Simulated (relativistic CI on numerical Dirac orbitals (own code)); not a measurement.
Radial parameters of W³³⁺

Computed by Dirac-Coulomb-Breit CI, separate exchange-only KLI orbitals for each configuration, a model potential for QED, unscaled Slater integrals (own radial code, finite nucleus).

Slater integrals F^k, G^k are unscaled and averaged over j, outside the closed core [Ar] 3d10; ζ comes from projecting the Hamiltonian with its Breit term on Σ l·s of the shell.

- 4s²4p⁶4d⁵: F^2(4d,4d) = 232980, F^4(4d,4d) = 158580, ζ(4d) = 57014 cm⁻¹; <r>(4d) = 0.4313, <r^2>(4d) = 0.2127 (bohr units).
- 4s²4p⁵4d⁶: ζ(4p) = 463390, F^2(4d,4d) = 232920, F^4(4d,4d) = 158530, F^2(4p,4d) = 234590, G^1(4p,4d) = 291720, G^3(4p,4d) = 186670, ζ(4d) = 56796 cm⁻¹; <r>(4p) = 0.4278, <r^2>(4p) = 0.2071, <r>(4d) = 0.4314, <r^2>(4d) = 0.2127 (bohr units).
- 4s²4p⁶4d⁴4f: F^2(4d,4d) = 232840, F^4(4d,4d) = 158480, ζ(4d) = 56960, F^2(4d,4f) = 233930, F^4(4d,4f) = 152480, G^1(4d,4f) = 241690, G^3(4d,4f) = 166650, G^5(4d,4f) = 122470, ζ(4f) = 9697 cm⁻¹; <r>(4d) = 0.4316, <r^2>(4d) = 0.213, <r>(4f) = 0.4076, <r^2>(4f) = 0.1886 (bohr units).

(1) Give the Racah parameters of the d shell in 4s²4p⁶4d⁵.

Averages of the first 9 configurations, taken without configuration mixing, which lowers the lowest level and can move excited configurations by several eV; other configurations of the list can lie among them:

| Configuration | Parity | States | Average energy above the lowest level (eV) |
| --- | --- | --- | --- |
| 4s²4p⁶4d⁵ | even | 252 | 38.9 |
| 4s²4p⁵4d⁶ | odd | 1260 | 248.3 |
| 4s²4p⁶4d⁴4f | odd | 2940 | 245.1 |
| 4s4p⁶4d⁵4f | odd | 7056 | 619.9 |
| 4p⁶4d⁷ | even | 120 | 797.1 |
| 4p⁵4d⁸ | odd | 270 | 1003.3 |
| 4s²4p⁶4d³5s² | even | 120 | 910.7 |
| 4s²4p⁶4d²4f5s² | odd | 630 | 1116.6 |
| 4s4p⁶4d³4f5s² | odd | 3360 | 1492.1 |

Results:

(1) B = F²/49 − 5F⁴/441 = 2957 cm⁻¹ and C = 35F⁴/441 = 12586 cm⁻¹.
